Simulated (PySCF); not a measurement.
Si(H)(F)2(Cl), SMILES F[SiH](F)Cl (HClF2Si), singlet, PBE0/def2-SVP optimised geometry.

```
5

Si    -0.46    -0.75     0.00
F     -1.01     0.75     0.00
F     -1.01    -1.46    -1.33
Cl    -1.22    -1.73     1.61
H      1.01    -0.75     0.00
```

Density from PBE0/def2-TZVP in PySCF 2.14.0 at that geometry.

Minimum of the electron density along straight lines between bonded atoms, close to the bond critical point (lines longer than 1.1 times the sum of covalent radii, or with two minima, are not listed):

```csv
bond,length / Å,ρ at the minimum / e bohr⁻³,∇²ρ there / e bohr⁻⁵,position (fraction from the first atom)
Si1–F2,1.604,0.139,0.98,0.42
Si1–F3,1.603,0.139,0.98,0.42
Si1–Cl4,2.031,[?],[?],0.36
Si1–H5,1.470,0.132,[?],0.49
```

Complete the blanks.


- Si1–Cl4, ρ at the minimum / e bohr⁻³: 0.106
- Si1–Cl4, ∇²ρ there / e bohr⁻⁵: 0.23
- Si1–H5, ∇²ρ there / e bohr⁻⁵: 0.12
